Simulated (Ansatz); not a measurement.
The cluster Pt₂Au₃⁺. The state is a singlet with charge 1. Geometry PBE-D4/def2-SVP; atoms count from 1.

```xyz
5

Pt   -1.2932   -1.0934   -0.6570
Pt   -0.7170    0.9592    0.7632
Au    1.3417   -0.4098   -0.6492
Au   -0.0168   -1.7071    1.5426
Au    0.6853    2.2511   -0.9995
```

In the def2 sets Au, Pt take a core potential; there is no spin–orbit coupling. The restricted singlet is unstable towards broken spin symmetry in Hartree–Fock (as tested in another run); at PBE0-D4/def2-TZVP this wasn't settled. Another isomer (singlet) lies 0.03 eV lower at PBE0-D4/def2-TZVP; other spin states weren't run for this one.

Question: Estimate the Mulliken populations from the PBE0/def2-TZVP orbitals of Ansatz.

Answer: 
| atom | charge (e) | d electrons |
| --- | --- | --- |
| Pt1 | -0.20 | 9.16 |
| Pt2 | -0.38 | 9.15 |
| Au3 | 0.49 | 9.87 |
| Au4 | 0.60 | 9.82 |
| Au5 | 0.48 | 9.81 |
Mulliken values depend strongly on the basis.

Question: And the Mayer bond orders between heavy atoms (over 0.3)?

Answer: Pt1–Pt2 1.09 (2.56 Å); Pt1–Au3 0.41 (2.72 Å); Pt1–Au4 0.69 (2.62 Å); Pt2–Au3 0.43 (2.85 Å); Pt2–Au5 0.79 (2.60 Å).
